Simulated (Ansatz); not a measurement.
C$_{5}$H$_{4}$N, charge -1, singlet, at a GFN2-xTB geometry (a gas-phase anion, which may not be bound at this level). Base run: SVWN5/STO-3G run with Ansatz (a quantum-chemistry and plane-wave program).

Geometry (Å):
```xyz
10

N     -0.0160    -0.0296     1.3837
C      0.0156    -0.0658    -1.3699
C     -0.0052     1.1054     0.6961
C     -0.0105    -1.1566     0.6638
C      0.0051    -1.3338    -0.7377
C      0.0108     1.1430    -0.6869
H      0.0283    -0.0251    -2.4685
H     -0.0097     2.0252     1.2907
H     -0.0202    -2.0515     1.3051
H      0.0192     2.1055    -1.2057
```
Charge -1, spin multiplicity 1.
All else is at Ansatz's defaults.
Base energy -242.18256 Eh.

Each row names what was changed in the base input (with any setting that the change needs).

```csv
change,ΔE vs base (mEh)
base,0.000
"point_charge = charge:0.5 position_ang:-2.2999, 5.3153, -0.2573",-41.485
"final_grid = 4, 8, 17",-0.037
"final_grid = 6, 12, 29",0.000
"final_grid = 14, 28, 59",0.000
nuclear_model = gaussian,0.015
fitting.mean_field = def2-universal-JKFIT,___
lower_state_search = full,0.000
lower_state_search = off,0.000
lower_state_search = light,0.000
"point_charge = charge:1.0 position_ang:3.6151, -0.3228, -4.4111",-94.014
```

Q: Complete the blanks.

A: 
- fitting.mean_field = def2-universal-JKFIT, ΔE vs base (mEh): -1.879

A gas-phase anion may not be bound at this level; its values then depend on the basis.
